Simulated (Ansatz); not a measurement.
Gas-phase electronic energies from Ansatz, PBE0-D4/def2-TZVP geometries. CBS: MP2 limit from def2 TZ/QZ plus the TZ coupled-cluster correction, frozen cores. Functionals use def2-TZVPP. def2 core potentials past Kr. For Cd outer-core shells are correlated without core-valence functions, which leaves a few kJ/mol of doubt a bond. One conformer a species, not always the lowest.

Reaction (redistribution): `C[CH2][Cd][Cl]` + `F[Si]O[SiH3]` → `[F][Cd][Cl]` + `CC[Si]O[SiH3]`

`C[CH2][Cd][Cl]`:

```xyz
9

C    -0.482    0.711   -0.877
C    -0.526   -0.409    0.153
Cd    1.273   -0.704    1.219
Cl    3.231   -1.027    2.378
H     0.274    0.535   -1.645
H    -1.445    0.806   -1.391
H    -0.263    1.680   -0.423
H    -1.299   -0.224    0.903
H    -0.764   -1.367   -0.316
```

`F[Si]O[SiH3]`:

Z-matrix (Å, degrees):
```
Si
O 1 1.657
H 1 1.482 2 107.7
H 1 1.483 2 109.7 3 119.6
H 1 1.483 2 109.7 3 -119.6
Si 2 1.630 1 146.4 3 179.5
F 6 1.617 2 101.9 1 -0.0
```

`[F][Cd][Cl]`:

```xyz
3

F    -1.040    1.442   -0.994
Cd   -0.055    0.076   -0.053
Cl    1.095   -1.519    1.046
```

`CC[Si]O[SiH3]`:

```xyz
13

C    -0.651    1.491   -0.386
C    -1.473    0.354    0.226
Si   -0.689   -0.322    1.829
O     0.693   -1.008    1.242
Si    1.650   -1.434   -0.023
H     0.346    1.158   -0.687
H    -0.514    2.318    0.318
H    -1.133    1.905   -1.275
H    -1.578   -0.469   -0.495
H    -2.486    0.701    0.456
H     0.858   -1.534   -1.279
H     2.711   -0.410   -0.198
H     2.266   -2.750    0.270
```

```
             level  ΔE (kJ/mol)
           PBE0-D4        157.3
        r2SCAN0-D4        161.7
RPA@PBE/def2-TZVPP        166.0
     MP2/CBS(def2)        174.0
```

**Question.** What does CCSD(T)/CBS give? (Best estimate.)

**Answer.** Ansatz gave: +158.9 kJ/mol. The listed levels differ from it by -1.6, 2.8, 7.1, 15.1 kJ/mol.

**Question.** What do rigid-rotor, harmonic-oscillator terms from PBE0-D4/def2-TZVP frequencies (298.15 K, 1 bar) make of the CCSD(T)/CBS value? (An estimate is asked.)

**Answer.** Ansatz gave: ΔZPE = -1.7 kJ/mol, ΔH = +158.1 kJ/mol, ΔS = -22 J/(mol·K), ΔG = +164.6 kJ/mol. Modes under 50 cm⁻¹ make the entropy rough.

Largest T1 diagnostic among the species: 0.015.

The D4 term adds −8.4 kJ/mol with B3LYP and −4.8 kJ/mol with PBE0; it sums over pairs of atoms, weighted by their polarisabilities, and B3LYP, whose exchange is more repulsive, gets the larger term. From BLYP to BHLYP (50 % exact exchange), in def2-TZVPP and without D4, ΔE moves by −4.3 kJ/mol. Leaving LDA and LC-ωPBE aside and taking each functional with its dispersion term where it has one, the values, not all of them listed here, spread over 22.7 kJ/mol, from revPBE-D4 to B2PLYP. LDA lies +9.3 kJ/mol from PBE without D4.

B3LYP here is the variant with VWN-RPA as its local correlation; programs differ in this.
